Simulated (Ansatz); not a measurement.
Consider the substitution at a C–B bond: `B[CH2][GeH3]` + H–F → `F[CH2][GeH3]` + BH₃.

Gas-phase electronic energies from Ansatz, PBE0-D4/def2-TZVP geometries. CCSD(T)/CBS adds triple-zeta CCSD(T) − MP2 to the extrapolated MP2 energy (def2 sets, frozen cores). This one scheme is used for every species. DFT in def2-TZVPP. For Ge outer-core shells are correlated without core-valence functions, which leaves a few kJ/mol of doubt a bond. Scalar relativity is left out up to krypton.

`B[CH2][GeH3]`:

```xyz
10

B    -0.249   -1.202    0.900
C     0.327    0.208    0.816
Ge   -0.019    0.699   -1.086
H    -1.410   -1.373    1.146
H     0.428   -2.155    0.634
H     1.409    0.302    0.921
H    -0.192    0.984    1.383
H    -1.528    0.744   -1.365
H     0.649   -0.302   -2.040
H     0.585    2.094   -1.308
```

H–F:

```xyz
2

F     0.381   -0.243   -0.085
H    -0.381    0.243    0.085
```

`F[CH2][GeH3]`:

```xyz
8

F    -0.004    1.364    1.415
C     0.663    0.414    0.657
Ge   -0.575   -0.422   -0.635
H     1.079   -0.337    1.334
H     1.489    0.907    0.137
H    -1.142    0.651   -1.575
H     0.211   -1.463   -1.452
H    -1.720   -1.113    0.119
```

BH₃:

```xyz
4

B     0.000    0.000    0.000
H    -0.701    0.966    0.005
H    -0.469   -1.079    0.201
H     1.170    0.113   -0.206
```

| level | ΔE (kJ/mol) | difference from CCSD(T)/CBS |
| --- | --- | --- |
| BLYP-D4 | 127.0 | -20.5 |
| BHLYP-D4 | 130.1 | -17.4 |
| CAM-B3LYP-D4 | 127.4 | -20.1 |
| r2SCAN | 138.8 | -8.7 |
| r2SCANh | 140.4 | -7.1 |
| RPA@PBE/def2-TZVPP | 129.1 | -18.4 |
| CCSD/def2-SVP | 125.6 | -21.9 |
| CCSD(T)/def2-SVP | 127.9 | -19.6 |
| HF/def2-QZVPP | 110.4 | -37.1 |
| HF/CBS(def2) | 110.4 | -37.1 |
| CCSD(T)/CBS | 147.5 | 0 |

Largest T1 diagnostic among the species: 0.011.

The D4 term adds +6.2 kJ/mol with B3LYP and +3.3 kJ/mol with PBE0; it sums over pairs of atoms, weighted by their polarisabilities, and B3LYP, whose exchange is more repulsive, gets the larger term. From BLYP to BHLYP (50 % exact exchange), in def2-TZVPP and without D4, ΔE moves by +5.8 kJ/mol. Leaving LDA and LC-ωPBE aside and taking each functional with its dispersion term where it has one, the values, not all of them listed here, spread over 21.3 kJ/mol, from BLYP-D4 to PBE-QIDH. LDA lies +14.6 kJ/mol from PBE without D4.

B3LYP here is the variant with VWN-RPA as its local correlation; programs differ in this.
